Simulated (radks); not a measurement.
Values are calculated unless marked as measured or tabulated.
Mean orbital radii <r> (bohr) of the gold ion Au63+, [Ne] 3s2 3p4, of relativity; Dirac values are averaged over j with weights 2j + 1. Spin-unpolarised spherical Kohn-Sham, PBE, point nucleus unless stated (finite: rms radius 5.4371 fm), a radial shooting solver on a logarithmic mesh with Libxc functionals. A level marked "c x" has the speed of light scaled by that factor and shares open shells by 2j + 1; other Dirac levels either fill j = l - 1/2 first or share by 2j + 1.

shell  non-rel.
1s      0.01916
2s      0.07976
2p      0.06737
3s       0.1879
3p       0.1771

Give the values at the level "Dirac, low j first".

Answer. 
shell  Dirac, low j first  change of magnitude (%)
1s                0.01686                   -12.02
2s                0.06973                   -12.58
2p                0.06289                    -6.65
3s                 0.1704                    -9.32
3p                 0.1681                    -5.12
